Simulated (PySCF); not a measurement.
# Ti²⁺ (titanium, charge +2): UHF calculation

Configuration: [Ar] 3d1 4s1, high-spin 3D determinant (an excited configuration). All numbers are calculated (PySCF 2.14, the spin-free X2C one-electron Hamiltonian (Gaussian nucleus), in aug-cc-pwCVTZ-DK (10s9p7d4f3g, 127 functions)).

```
Total energy                                                  : -851.901663 hartree
One-electron energy                                           : -1150.9328 hartree
Hartree (Coulomb) energy                                      : 339.8654 hartree
Exchange energy                                               : -40.8343 hartree
⟨S²⟩                                                          : 2.0020
⟨L²⟩                                                          : 6.022
Sum of ⟨r⟩                                                    : 15.06 bohr
Sum of ⟨r²⟩                                                   : 22.43 bohr²
Traceless quadrupole moment −½Σ⟨3z² − r²⟩ along its main axis : 0.489 e·bohr²
Langevin diamagnetic susceptibility                           : -17.8 ×10⁻⁶ cm³/mol
```

```csv
shell,electrons,mean orbital energy (eV),spread (eV),"rms radius, mean of both spins (bohr)"
1s α,1,-5040.9,0,0.0804
1s β,1,-5040.7,0,0.0804
2s α,1,-613.46,0,0.350
2s β,1,-612.70,0,0.350
2p α,3,-509.02,0.029,0.320
2p β,3,-508.39,0.703,0.320
3s α,1,-102.84,0,1.06
3s β,1,-100.41,0,1.06
3p α,3,-72.236,1.354,1.15
3p β,3,-69.644,1.898,1.15
3d α,1,-33.396,0,1.43
4s α,1,-22.115,0,3.05
```

Densities and radii are taken from the X2C orbitals without a picture-change correction, which distorts them close to the nucleus.

Spin-orbit constants ζ (cm⁻¹) from the X2C one-electron operator on these orbitals: bare nucleus, nucleus screened by l(l+1)(2l+1)/3 electrons, and screened by the Breit-Pauli mean field of the electrons.

```csv
shell,bare,screened nucleus,mean field
2p,33320,30290,n/a
3p,3747,3406,n/a
3d,311.2,169.7,n/a
```

To first order the Landé constant is A = 84.86 cm⁻¹, so the lowest level has J = 1 and lies 0.0316 eV below the centre of the term. This holds in LS coupling only.
